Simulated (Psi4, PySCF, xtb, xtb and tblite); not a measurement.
Torsional profile of terthiophene, C12H8S3, SMILES c1csc(-c2ccc(-c3cccs3)s2)c1. Scanned: dihedral S14–C5–C4–S3; all other coordinates were relaxed at GFN2-xTB. Points at φ and −φ are mirror images. Heavy atoms are numbered in the order of the SMILES c1csc(-c2ccc(-c3cccs3)s2)c1, hydrogens after them in the order of the atoms that carry them; the mirror image has the same energies with the sign of each dihedral reversed.

- GFN1-xTB // GFN2-xTB (xtb)
- GFN2-xTB (xtb and tblite)
- RHF/3-21G = restricted Hartree-Fock/3-21G, density fitting // GFN2-xTB in PySCF
- PBE-D3(BJ)/def2-SVP // GFN2-xTB (Psi4)

Energies relative to the lowest point of each profile, in kJ/mol; the last columns give the difference from PBE-D3(BJ):

```json
[
 {"φ / °": "-160", "GFN1-xTB": "2.0", "GFN2-xTB": "2.1", "RHF/3-21G": "0.7", "PBE-D3(BJ)/def2-SVP": "0.6", "GFN1-xTB − PBE-D3(BJ)/def2-SVP": "1.4", "GFN2-xTB − PBE-D3(BJ)/def2-SVP": "1.5", "RHF/3-21G − PBE-D3(BJ)/def2-SVP": "0.1"},
 {"φ / °": "-140", "GFN1-xTB": "7.8", "GFN2-xTB": "8.1", "RHF/3-21G": "3.0", "PBE-D3(BJ)/def2-SVP": "3.4", "GFN1-xTB − PBE-D3(BJ)/def2-SVP": "4.3", "GFN2-xTB − PBE-D3(BJ)/def2-SVP": "4.7", "RHF/3-21G − PBE-D3(BJ)/def2-SVP": "-0.4"},
 {"φ / °": "-120", "GFN1-xTB": "15.7", "GFN2-xTB": "16.4", "RHF/3-21G": "6.3", "PBE-D3(BJ)/def2-SVP": "9.3", "GFN1-xTB − PBE-D3(BJ)/def2-SVP": "6.3", "GFN2-xTB − PBE-D3(BJ)/def2-SVP": "7.0", "RHF/3-21G − PBE-D3(BJ)/def2-SVP": "-3.0"},
 {"φ / °": "-100", "GFN1-xTB": "21.9", "GFN2-xTB": "23.0", "RHF/3-21G": "8.8", "PBE-D3(BJ)/def2-SVP": "16.0", "GFN1-xTB − PBE-D3(BJ)/def2-SVP": "5.8", "GFN2-xTB − PBE-D3(BJ)/def2-SVP": "7.0", "RHF/3-21G − PBE-D3(BJ)/def2-SVP": "-7.2"},
 {"φ / °": "-80", "GFN1-xTB": "21.8", "GFN2-xTB": "23.5", "RHF/3-21G": "8.9", "PBE-D3(BJ)/def2-SVP": "16.6", "GFN1-xTB − PBE-D3(BJ)/def2-SVP": "5.2", "GFN2-xTB − PBE-D3(BJ)/def2-SVP": "7.0", "RHF/3-21G − PBE-D3(BJ)/def2-SVP": "-7.7"},
 {"φ / °": "-60", "GFN1-xTB": "15.5", "GFN2-xTB": "17.9", "RHF/3-21G": "7.3", "PBE-D3(BJ)/def2-SVP": "10.2", "GFN1-xTB − PBE-D3(BJ)/def2-SVP": "5.3", "GFN2-xTB − PBE-D3(BJ)/def2-SVP": "7.7", "RHF/3-21G − PBE-D3(BJ)/def2-SVP": "-2.9"},
 {"φ / °": "-40", "GFN1-xTB": "7.9", "GFN2-xTB": "11.3", "RHF/3-21G": "6.2", "PBE-D3(BJ)/def2-SVP": "4.4", "GFN1-xTB − PBE-D3(BJ)/def2-SVP": "3.5", "GFN2-xTB − PBE-D3(BJ)/def2-SVP": "6.9", "RHF/3-21G − PBE-D3(BJ)/def2-SVP": "1.8"},
 {"φ / °": "-20", "GFN1-xTB": "2.6", "GFN2-xTB": "7.1", "RHF/3-21G": "7.1", "PBE-D3(BJ)/def2-SVP": "2.4", "GFN1-xTB − PBE-D3(BJ)/def2-SVP": "0.2", "GFN2-xTB − PBE-D3(BJ)/def2-SVP": "4.7", "RHF/3-21G − PBE-D3(BJ)/def2-SVP": "4.6"},
 {"φ / °": "0", "GFN1-xTB": "0.9", "GFN2-xTB": "5.9", "RHF/3-21G": "8.1", "PBE-D3(BJ)/def2-SVP": "2.5", "GFN1-xTB − PBE-D3(BJ)/def2-SVP": "-1.6", "GFN2-xTB − PBE-D3(BJ)/def2-SVP": "3.4", "RHF/3-21G − PBE-D3(BJ)/def2-SVP": "5.6"},
 {"φ / °": "20", "GFN1-xTB": "2.6", "GFN2-xTB": "7.1", "RHF/3-21G": "7.1", "PBE-D3(BJ)/def2-SVP": "2.4", "GFN1-xTB − PBE-D3(BJ)/def2-SVP": "0.2", "GFN2-xTB − PBE-D3(BJ)/def2-SVP": "4.7", "RHF/3-21G − PBE-D3(BJ)/def2-SVP": "4.6"},
 {"φ / °": "40", "GFN1-xTB": "7.9", "GFN2-xTB": "11.3", "RHF/3-21G": "6.2", "PBE-D3(BJ)/def2-SVP": "4.4", "GFN1-xTB − PBE-D3(BJ)/def2-SVP": "3.5", "GFN2-xTB − PBE-D3(BJ)/def2-SVP": "6.9", "RHF/3-21G − PBE-D3(BJ)/def2-SVP": "1.8"},
 {"φ / °": "60", "GFN1-xTB": "15.5", "GFN2-xTB": "17.9", "RHF/3-21G": "7.3", "PBE-D3(BJ)/def2-SVP": "10.2", "GFN1-xTB − PBE-D3(BJ)/def2-SVP": "5.3", "GFN2-xTB − PBE-D3(BJ)/def2-SVP": "7.7", "RHF/3-21G − PBE-D3(BJ)/def2-SVP": "-2.9"},
 {"φ / °": "80", "GFN1-xTB": "21.8", "GFN2-xTB": "23.5", "RHF/3-21G": "8.9", "PBE-D3(BJ)/def2-SVP": "16.6", "GFN1-xTB − PBE-D3(BJ)/def2-SVP": "5.2", "GFN2-xTB − PBE-D3(BJ)/def2-SVP": "7.0", "RHF/3-21G − PBE-D3(BJ)/def2-SVP": "-7.7"},
 {"φ / °": "100", "GFN1-xTB": "21.9", "GFN2-xTB": "23.0", "RHF/3-21G": "8.8", "PBE-D3(BJ)/def2-SVP": "16.0", "GFN1-xTB − PBE-D3(BJ)/def2-SVP": "5.8", "GFN2-xTB − PBE-D3(BJ)/def2-SVP": "7.0", "RHF/3-21G − PBE-D3(BJ)/def2-SVP": "-7.2"},
 {"φ / °": "120", "GFN1-xTB": "15.7", "GFN2-xTB": "16.4", "RHF/3-21G": "6.3", "PBE-D3(BJ)/def2-SVP": "9.3", "GFN1-xTB − PBE-D3(BJ)/def2-SVP": "6.3", "GFN2-xTB − PBE-D3(BJ)/def2-SVP": "7.0", "RHF/3-21G − PBE-D3(BJ)/def2-SVP": "-3.0"},
 {"φ / °": "140", "GFN1-xTB": "7.8", "GFN2-xTB": "8.1", "RHF/3-21G": "3.0", "PBE-D3(BJ)/def2-SVP": "3.4", "GFN1-xTB − PBE-D3(BJ)/def2-SVP": "4.3", "GFN2-xTB − PBE-D3(BJ)/def2-SVP": "4.7", "RHF/3-21G − PBE-D3(BJ)/def2-SVP": "-0.4"},
 {"φ / °": "160", "GFN1-xTB": "2.0", "GFN2-xTB": "2.1", "RHF/3-21G": "0.7", "PBE-D3(BJ)/def2-SVP": "0.6", "GFN1-xTB − PBE-D3(BJ)/def2-SVP": "1.4", "GFN2-xTB − PBE-D3(BJ)/def2-SVP": "1.5", "RHF/3-21G − PBE-D3(BJ)/def2-SVP": "0.1"},
 {"φ / °": "180", "GFN1-xTB": "0.0", "GFN2-xTB": "0.0", "RHF/3-21G": "0.0", "PBE-D3(BJ)/def2-SVP": "0.0", "GFN1-xTB − PBE-D3(BJ)/def2-SVP": "0.0", "GFN2-xTB − PBE-D3(BJ)/def2-SVP": "0.0", "RHF/3-21G − PBE-D3(BJ)/def2-SVP": "0.0"}
]
```

GFN1-xTB is furthest from PBE-D3(BJ)/def2-SVP at -120 (6.3 kJ/mol, above); its mean absolute difference over the points is 3.7 kJ/mol.

GFN2-xTB is furthest from PBE-D3(BJ)/def2-SVP at -60 (7.7 kJ/mol, above); its mean absolute difference over the points is 5.4 kJ/mol.

RHF/3-21G is furthest from PBE-D3(BJ)/def2-SVP at -80 (-7.7 kJ/mol, below); its mean absolute difference over the points is 3.4 kJ/mol.
